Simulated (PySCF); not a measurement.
Computed spin Hamiltonian

C3H11OSSi2 (doublet state).
Z-matrix (Å and degrees, GFN2-xTB geometry), rows numbered from 1:
```
C 
C   1  1.5241
Si  2  1.9091  1  113.42
Si  3  2.2770  2  116.16  1  -171.10
O   4  1.6328  3  110.31  2   166.74
S   4  2.1847  3  103.93  2    50.34
C   6  1.8121  4   99.12  3   168.35
H   1  1.0878  2  110.72  3   -58.51
H   1  1.0888  2  110.87  3  -178.56
H   1  1.0874  2  110.70  3    61.33
H   2  1.0931  1  109.00  3   121.38
H   2  1.0912  1  109.50  3  -122.48
H   3  1.4796  2  107.68  1    58.19
H   4  1.4659  3  132.30  2   -73.88
H   5  0.9533  4  122.98  3   -49.47
H   7  1.0850  6  107.10  4  -169.65
H   7  1.0865  6  109.59  4    71.04
H   7  1.0859  6  109.62  4   -50.17
```

The hyperfine couplings belong to this conformer and change with its torsions.

As a line formula: `CC[SiH][Si@H](O)SC` [radical].

Computed, not measured: UKS B3LYP, pcH-1 on C H O S Si, non-relativistic, mean-field spin-orbit, GIAO in PySCF. One conformer (not necessarily the lowest) at the GFN2-xTB geometry, without solvent, vibrations or thermal averaging. The geometry wasn't refined by DFT: couplings that depend on bond lengths, twists or pyramidal angles can differ widely from those at the functional's own minimum, by a factor of two or more for some ions and for spin on atoms past the first row. Stability of the SCF solution: not tested.

```
g1, g2, g3                      : 2.00197, 2.00437, 2.00548
g_iso                           : 2.00394
Form of g                       : rhombic: the two nearest values differ by 32 % of g3 − g1
⟨S²⟩                            : 0.7522 (exact 0.7500)
α and β electrons               : 41, 40
HOMO–LUMO gap, α and β orbitals : 5.39, 3.27 eV
Basis functions                 : 315
```

Hyperfine couplings atom by atom, in MHz; T1 to T3 are the principal values of the dipolar part; ρ(0) is the spin density at the nucleus:

| atom | isotope | a_iso | of which spin–orbit | T1 | T2 | T3 | Mulliken spin population | ρ(0) (bohr⁻³) |
| --- | --- | --- | --- | --- | --- | --- | --- | --- |
| C1 | 13C | 7.3 | 0.0 | -0.7 | -0.6 | 1.2 | 0.00 | 0.0065 |
| C2 | 13C | 4.7 | 0.0 | -3.3 | -2.9 | 6.2 | -0.01 | 0.0042 |
| Si3 | 29Si | -383.4 | 0.9 | -165.6 | 82.0 | 83.6 | 0.95 | 0.4324 |
| Si4 | 29Si | -30.9 | 0.1 | -12.2 | 4.2 | 8.0 | 0.02 | 0.0349 |
| O5 | 17O | -0.1 | 0.0 | -0.8 | 0.0 | 0.8 | 0.00 | 0.0002 |
| S6 | 33S | 0.1 | 0.0 | -2.2 | -1.4 | 3.6 | 0.01 | 0.0004 |
| C7 | 13C | -0.3 | 0.0 | -0.2 | 0.1 | 0.1 | 0.00 | -0.0003 |
| H8 | 1H | -0.5 | 0.0 | -1.9 | -1.5 | 3.4 | 0.00 | -0.0001 |
| H9 | 1H | -1.6 | 0.0 | -1.4 | -0.9 | 2.3 | 0.00 | -0.0004 |
| H10 | 1H | -0.4 | 0.0 | -2.7 | -1.8 | 4.5 | 0.00 | -0.0001 |
| H11 | 1H | 58.4 | 0.0 | -4.1 | 0.8 | 3.2 | 0.02 | 0.0131 |
| H12 | 1H | 2.2 | 0.0 | -3.4 | -2.2 | 5.6 | 0.00 | 0.0005 |
| H13 | 1H | 20.4 | 0.0 | -9.5 | 1.8 | 7.7 | -0.01 | 0.0046 |
| H14 | 1H | 51.6 | 0.0 | -2.2 | -0.6 | 2.8 | 0.03 | 0.0115 |
| H15 | 1H | -0.5 | 0.0 | -2.2 | -1.5 | 3.7 | 0.00 | -0.0001 |
| H16 | 1H | 0.3 | 0.0 | -0.5 | -0.4 | 0.9 | 0.00 | 0.0001 |
| H17 | 1H | 3.3 | 0.0 | -0.7 | -0.3 | 1.0 | 0.00 | 0.0007 |
| H18 | 1H | 0.7 | 0.0 | -0.7 | -0.5 | 1.2 | 0.00 | 0.0001 |

The largest Mulliken spin population is on Si3 (+0.95). The angles at Si3 add up to 338.9°, so it is pyramidal.

Under fast tumbling the dipolar parts average out, and these isotropic splittings remain: 1 × 1H (H11, I = 1/2, 2 lines) with 2.08 mT, 1 × 1H (H14, I = 1/2, 2 lines) with 1.84 mT, 1 × 1H (H13, I = 1/2, 2 lines) with 0.73 mT, 1 × 1H (H12, I = 1/2, 2 lines) with 0.08 mT and 3 × 1H (H16/H17/H18, I = 1/2, 4 lines) with 0.05 mT.

Means are taken over nuclei equivalent by connectivity, which assumes that they swap fast.

The 13C coupling of C1 (7.3 MHz) shows only in satellite lines or after enrichment, since that isotope makes up about 1.07 % of natural carbon.

The 29Si coupling of Si3 (-383.4 MHz) shows only in satellite lines or after enrichment, since that isotope makes up about 4.7 % of natural silicon.
